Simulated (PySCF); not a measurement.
B(All)(F)(OH) (C3H6BFO), SMILES C=CCB(O)F.

Geometry optimised at B3LYP-D3(BJ)/def2-SVP. This is a generated structure with no PubChem entry under its InChIKey; it may be hypothetical. Other conformers were not sampled.

Two levels are set side by side: TDA-PBE/def2-SVPD (PySCF) and TDA-LC-ωPBE/def2-SVPD (PySCF). Vertical, same geometry. The lowest singlet is HOMO→LUMO+1 91 % with PBE and HOMO→LUMO+1 87 % with the other functional; states are paired by order. Differences are taken from unrounded values.

```csv
quantity,TDA-PBE
lowest singlet excitation (eV),6.24
lowest triplet excitation (TDA) (eV),4.38
first bright state (f over 0.05) (eV),6.88
its oscillator strength,0.12
```

These are the TDA-PBE values. What does TDA-LC-ωPBE give? (An estimate is asked for; the answer gives what the named calculation found.)


```tsv
quantity	TDA-LC-ωPBE	TDA-PBE minus TDA-LC-ωPBE
lowest singlet excitation (eV)	7.55	-1.31
lowest triplet excitation (TDA) (eV)	4.16	0.21
first bright state (f over 0.05) (eV)	7.55	-0.67
its oscillator strength	0.31	-0.19
```

Functionals without exact exchange tend to place singlet excitations lower, as here. Differences between two approximate levels are no errors against the true value.

Rough cost on one machine, each run with all the roots and properties that it gave: TDA-LC-ωPBE against TDA-PBE about 4 times.
